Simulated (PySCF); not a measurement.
A structure optimised at PBE0-D3(BJ)/def2-SVP, used in a PySCF frequency run:

```
C
C 1 1.3493
H 2 1.0976 1 121.11
H 1 1.0976 2 121.11 3 0.00
Si 1 1.8809 4 125.68 2 180.00
O 5 1.6770 1 99.21 4 180.00
Si 6 1.6770 5 115.17 1 0.00
H 5 1.4923 6 111.05 7 119.51
H 5 1.4923 8 108.62 6 -122.40
H 7 1.4923 6 111.05 5 -119.51
H 7 1.4923 10 108.62 6 122.40
```
Charge 0, spin multiplicity 1.

Write its SMILES, formula and point group.

C1=C[SiH2]O[SiH2]1, C2H6OSi2, C2v

What are its rotational constants (standard atomic weights)?

5.2791, 3.3096, 2.1361 GHz
